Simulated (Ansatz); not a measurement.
Frontier orbitals of C₂H₉NO₂Zr, SMILES `C[O][Zr]([CH3])([NH2])[OH]`.

```xyz
15

C    -0.8045   -2.5995   -0.1158
O    -0.4351   -1.2634   -0.1858
Zr   -0.1101    0.6223   -0.3083
C     0.6401    1.1889    1.7277
N     1.4312    0.9799   -1.5959
O    -1.5853    1.8116   -0.6801
H    -0.6529   -3.0933   -1.0819
H    -0.2039   -3.1238    0.6352
H    -1.8604   -2.7004    0.1588
H     1.5271    0.6088    2.0057
H     0.9124    2.2491    1.7755
H    -0.1254    1.0094    2.4925
H     2.1624    0.3272   -1.8429
H     1.5603    1.8238   -2.1374
H    -2.4559    2.1592   -0.8472
```

The species carries charge 0 and has multiplicity 1. Correlated methods include outer-core shells of Zr, which these sets cover unevenly. Zr takes the def2 core potential. The structure was optimised at the PBE0-D4/def2-TZVP level. It is one conformer, not always the lowest. Basis def2-TZVPP, Ansatz.

A caution on the coupled-cluster cation, which keeps the state that its UHF reference found: large T1 diagnostic of the cation.

Orbital energies of one run (eV). Highest occupied ones, from the top: -6.25, -6.65, -7.66, -7.66, -8.52, -8.55, -9.56, -9.71, -9.76, -11.86, -11.89, -12.04, -12.39, -13.03. Empty: -0.06, 0.01, 0.16, 0.57, 0.83, 0.92.

(1) Which functional gave them?
A. r2SCANh
B. revPBE
C. PBE
D. BLYP

Results:

(1) A. HOMO energies: r2SCANh -6.25, revPBE -5.42, PBE -5.49, BLYP -5.36 eV.
